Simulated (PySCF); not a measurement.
Gas-phase reaction: 2 CuH + F2 + Br2 → 2 CuBr + 2 HF, at 1800 K and a standard pressure of 1 bar. Level: B3LYP/6-31G*.

Energies from PySCF, thermal terms from the rigid-rotor harmonic-oscillator model, ideal gas at 1 bar. 6-31G* has spherical d functions here. All species are closed-shell singlets. B3LYP is the form with VWN-RPA correlation. Br, Cu: all electrons, no relativistic terms. The harmonic model lacks anharmonicity and excited electronic states, which grow with temperature; levels with a mode under 35 cm⁻¹ are left out.

```tsv
species	E (Ha)	H(1800 K) − E (kJ/mol)	S°(1800 K) (J/mol/K)
CuH	-1640.77235	70.7	253.0
F2	-199.49551	68.2	264.3
Br2	-5147.46845	67.4	312.4
CuBr	-4213.99959	67.4	313.5
HF	-100.41821	78.1	227.8
```
E: electronic energy; H − E holds the zero-point and thermal terms. 1 Ha = 2625.5 kJ/mol.

Work out ΔH°, ΔS°, ΔG° and log10 K from these numbers.

1. ΔE = 2×(-4213.99959) + 2×(-100.41821) − 2×(-1640.77235) − 1×(-199.49551) − 1×(-5147.46845) = -0.32694 Ha = -858.4 kJ.
2. Δ(H − E) = 2×(67.4) + 2×(78.1) − 2×(70.7) − 1×(68.2) − 1×(67.4) = 14.0 kJ, so ΔH° = -844.4 kJ.
3. ΔS° = 2×(313.5) + 2×(227.8) − 2×(253.0) − 1×(264.3) − 1×(312.4) = -0.1 J/K; the number of gas molecules stays the same.
4. ΔG° = ΔH° − TΔS° = -844.4 − 1800×(-0.1)/1000 = -844.2 kJ.
5. log10 K = −ΔG°/(RT ln 10) = 24.50, with RT ln 10 = 34.46 kJ/mol; at standard pressures the products are favoured.
6. A shift of 10 kJ in ΔE would move log10 K by 0.29 here.
For scale, ΔH°(298 K) is -840 kJ at this level, -891 kJ at ωB97M-V/def2-TZVP†, and runs from -1054 to -404 kJ over the 20 levels computed († marks an energy on the PBE0/def2-TZVP geometry).
